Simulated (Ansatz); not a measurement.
Ideal-gas functions of Al2Cl2F2H2, SMILES `[F][Al@H-]1[Cl+][Al@H-]([F])[Cl+]1` at 500 K and 1 bar, from an Ansatz frequency run at PBE0-D4/def2-TZVP.

Molar mass 164.88 g/mol, point group C2h (symmetry number 2), electronic degeneracy 1, moments of inertia 227.587, 433.964, 583.044 u Å². Harmonic wavenumbers (cm⁻¹, unscaled): 30, 133, 145, 161, 214, 236, 272, 368, 383, 384, 537, 607, 612, 622, 843, 847, 2026, 2028.

Use S(trans) = R[1.5 ln M + 2.5 ln T − 1.1517]; rotational temperatures θ = 24.2544 K / I; S(rot) = R[ln(√π/σ · √(T³/θAθBθC)) + 1.5]; for each mode x = 1.438777 ν̃/T, S = R[x/(eˣ − 1) − ln(1 − e⁻ˣ)] and H = RT x/(eˣ − 1); 1 cm⁻¹ = 0.0119627 kJ/mol; R = 8.31446 J/(mol·K).

Q: By hand: the entropy, in J/(mol·K).

A: Translation 183.3. Rotation: θ = 0.1066, 0.0559, 0.0416 K, giving 123.5. Vibration, mode by mode: 28.68, 16.35, 15.64, 14.79, 12.48, 11.69, 10.56, 8.22, 7.91, 7.89, 5.48, 4.66, 4.61, 4.50, 2.73, 2.70, 0.17, 0.17, in all 159.2. Electronic 0.0. Sum 466.0 J/(mol·K).

Q: By hand: H − E and G − E in kJ/mol, counted from the electronic energy.

A: Zero-point energy ½ × 10448 × 0.0119627 = 62.5; thermal vibration 37.9; translation, rotation and pV give 4 RT = 16.6. H − E = 117.0 kJ/mol, and G − E = 117.0 − 500 × 466.0/1000 = -116.0 kJ/mol.

Vibration gives 34 % of the entropy, 60.7 J/(mol·K) of it from the modes under 150 cm⁻¹: soft modes count most, and the harmonic formula is weakest for them.
